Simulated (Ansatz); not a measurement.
System: trichloro(fluoro)germane, GeCl₃F (charge 0, singlet). SMILES: [F][Ge]([Cl])([Cl])[Cl]
Structure (B3LYP-D3(BJ)/def2-TZVP (Ansatz, a program for electronic structure) minimum search):
```xyz
5

F      0.0235    -0.0797     1.9082
Ge     0.0023    -0.0078     0.1874
Cl    -1.6640    -1.1416    -0.4823
Cl     1.8287    -0.8353    -0.5126
Cl    -0.1816     2.0338    -0.3679
```
Charge 0, spin multiplicity 1.

Quantity: vertical triplet-singlet gap, E(triplet) - E(singlet), in eV. Conventions: each state is the SCF solution reached for its charge and spin; non-relativistic; spin-orbit terms left out; LANL2DZ with its own core potentials from Na on; frozen cores in correlated levels (noble-gas shells and the d and f shells of earlier blocks); UHF or UKS for open shells; six Cartesian d functions in 6-31G* and its kin unless marked 5d; no dispersion term unless named. Ab initio and DFT rows: single points at B3LYP-D3(BJ) geometries (Ansatz). Levels can end on unlike triplets.

```json
[
 {"level": "HF/6-31G*", "program": "Ansatz", "vertical triplet-singlet gap, E(triplet) - E(singlet) (eV)": "6.49"},
 {"level": "PBE/6-31G*", "program": "Ansatz", "vertical triplet-singlet gap, E(triplet) - E(singlet) (eV)": "5.00"},
 {"level": "PBE/6-31G* with LANL2DZ past Ar", "program": "Ansatz", "vertical triplet-singlet gap, E(triplet) - E(singlet) (eV)": "5.07"},
 {"level": "B3LYP/STO-3G", "program": "Ansatz", "vertical triplet-singlet gap, E(triplet) - E(singlet) (eV)": "6.17"},
 {"level": "B3LYP/3-21G", "program": "Ansatz", "vertical triplet-singlet gap, E(triplet) - E(singlet) (eV)": "5.40"},
 {"level": "B3LYP/6-31G*", "program": "Ansatz", "vertical triplet-singlet gap, E(triplet) - E(singlet) (eV)": "5.44"},
 {"level": "B3LYP/6-31G* with LANL2DZ past Ar", "program": "Ansatz", "vertical triplet-singlet gap, E(triplet) - E(singlet) (eV)": "5.54"},
 {"level": "MP2/6-31G*", "program": "Ansatz", "vertical triplet-singlet gap, E(triplet) - E(singlet) (eV)": "6.90"},
 {"level": "MP2/6-31G* with LANL2DZ past Ar", "program": "Ansatz", "vertical triplet-singlet gap, E(triplet) - E(singlet) (eV)": "6.75"},
 {"level": "PBE/def2-TZVPD", "program": "Ansatz", "vertical triplet-singlet gap, E(triplet) - E(singlet) (eV)": "5.04"},
 {"level": "wB97M-V/def2-TZVPD", "program": "Ansatz", "vertical triplet-singlet gap, E(triplet) - E(singlet) (eV)": "6.35"}
]
```

No value to compare with is used here. The 9 habitual levels span 5.00 (PBE/6-31G*) to 6.90 eV (MP2/6-31G*); PBE/def2-TZVPD gives 5.04.

The levels are drawn from those run, B3LYP/6-31G* more often than the rest, none by its result; left out are runs that failed, that the program found above a lower state of the same kind, or whose <S^2> lies over 0.5 above the pure value.
